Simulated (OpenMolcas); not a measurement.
Fe2+ (d6) in a complex was computed by SS-CASPT2, IPEA 0.25 Eh, imaginary shift 0.1 Eh with the d shell active (OpenMolcas, ANO-RCC-VTZP on the metal). Its lowest spin-free states, and all those of the highest spin:

```csv
2S+1,Degeneracy,E (cm-1)
5,1,0
5,2,1580
5,1,3890
5,1,11780
3,1,14180
3,2,14690
3,1,16020
3,2,18160
3,1,19000
3,1,20290
3,2,20310
3,1,20450
```

Problem. Is the site octahedral, tetrahedral or cube-like, axial, or of lower symmetry?

Solution. The states with 2S+1 = 5 have orbital degeneracies 1, 2, 1, 1. There are pairs but no triples, so the site is axial: not cubic, but with a proper or improper axis of order three or more. The run had Fe2+ with 4 ligands (chloride) in square-planar coordination (D4h) at 2.4 Å. A charge of +0.5 e stands 3.2 Å behind each ligand. Ligand basis ANO-RCC-VDZP.

Over all roots computed the reference weight is 0.71 to 0.74; a low but even weight reflects the number of correlated electrons. A single d shell leaves out the double-shell effect, which counts most for late 3d ions, where the CASPT2 field can be off either way by tens of per cent. Ligand-to-metal charge-transfer states are missing. For late 3d ions with one d shell CASPT2 can put B and the spin-flip bands somewhat low as well as high. Free-ion shares, where given, are those of the reference states; single-state CASPT2 does not remix them. No measured value stands beside these numbers; the geometry was imposed, not optimised, and the real ion may take another.
